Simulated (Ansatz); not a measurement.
Job for Ansatz (a quantum-chemistry and plane-wave program): U-CCSD(T)/cc-pVDZ on GeH4O (SMILES [OH][GeH3]), a point of a bond scan (R = 1.684 Å). The run froze 15 orbitals, filled d shells among them.

Ansatz 0.2 input:
```yaml
crystal:
  periodic: [false, false, false]
  atoms:
    - {symbol: Ge, position_ang: [-0.32903929, 0.06812490, 0.07330265]}
    - {symbol: O, position_ang: [1.35705815, -0.35716009, -0.37168713]}
    - {symbol: H, position_ang: [-0.54453814, -0.15512316, 1.58391604]}
    - {symbol: H, position_ang: [-1.18632723, -0.88517582, -0.76517759]}
    - {symbol: H, position_ang: [-0.60848715, 1.54275960, -0.28108933]}
    - {symbol: H, position_ang: [2.50345968, 0.57381083, 0.43655088]}
basis:
  gaussian:
    orbitals: cc-pVDZ
correlation: {method: ccsd_t, electrons: outside_noble_gas}
scf: {omitted_lower_state_checks: [cluster_reference]}
magnetization: {spin_polarized: true, initial_magnetization: 0}
```

The log:

```
WARN ansatz: RAYON_NUM_THREADS=1 ignored (pool sized by the plan → 1); use --threads N
Functional definition: HF
these checks for a lower state are left out or cut short: cluster_reference
integrals: 0.05 GiB planned
625 factors; integrals over basis functions are off by at most 1.0e-3 eV
mean field: 0.22 GiB planned
mean field evaluation 1: about -58564.8350 eV, gradient 2.8e1 eV
mean field evaluation 2: about -58564.8557 eV, gradient 2.8e1 eV
mean field evaluation 4: about -58568.8586 eV, gradient 2.4e0 eV
mean field evaluation 8: about -58568.9500 eV, gradient 1.3e-3 eV
mean field evaluation 16: about -58570.0230 eV, gradient 2.1e-1 eV
mean field evaluation 32: about -58570.0239 eV, gradient 1.1e-6 eV
mean field evaluation 64: about -58569.0422 eV, gradient 3.7e-3 eV
mean field -58570.02385731 eV, -2152.4086765680 hartree, gradient 8.6e-6 eV, S^2 0.731508; 8 other end points of the search recorded, 0 dependent functions left out
15 core orbitals not correlated
reference -58570.02385731 eV, -2152.4086765680 hartree; 7, 7 occupied and 39, 39 virtual orbitals, 625 factors
second order -7.02584993 eV of doubles, -0.00000000 eV of singles
coupled cluster: 0.14 GiB planned
cycle   1  -7.61623996 eV  change   -5.9e-1 eV  update   9.4e-2
cycle   2  -7.98511763 eV  change   -3.7e-1 eV  update   4.6e-2
cycle   3  -8.14051517 eV  change   -1.6e-1 eV  update   4.0e-2
cycle   4  -8.28624688 eV  change   -1.5e-1 eV  update   3.2e-2
cycle   5  -8.43417961 eV  change   -1.5e-1 eV  update   2.1e-2
cycle   6  -8.54471889 eV  change   -1.1e-1 eV  update   1.3e-2
cycle   7  -8.57913310 eV  change   -3.4e-2 eV  update   6.0e-3
cycle   8  -8.58373127 eV  change   -4.6e-3 eV  update   3.1e-3
cycle   9  -8.58725992 eV  change   -3.5e-3 eV  update   1.9e-3
cycle  10  -8.58677482 eV  change    4.9e-4 eV  update   1.1e-3
cycle  11  -8.58741314 eV  change   -6.4e-4 eV  update   5.1e-4
cycle  12  -8.58795914 eV  change   -5.5e-4 eV  update   2.0e-4
cycle  13  -8.58784879 eV  change    1.1e-4 eV  update   9.4e-5
cycle  14  -8.58790470 eV  change   -5.6e-5 eV  update   3.7e-5
cycle  15  -8.58790121 eV  change    3.5e-6 eV  update   1.9e-5
cycle  16  -8.58791115 eV  change   -9.9e-6 eV  update   8.9e-6
coupled cluster: 0.14 GiB planned
perturbative correction -0.29975056 eV, -0.0110156298 hartree
Total energy: -58578.91151901 eV, -2152.7352921114 hartree
Checks for a lower state left out: cluster_reference
```

Self-consistency was reached. Its determinant has ⟨S²⟩ = 0.73, a mixture of spin states.

Cost: very roughly 4 core-seconds.
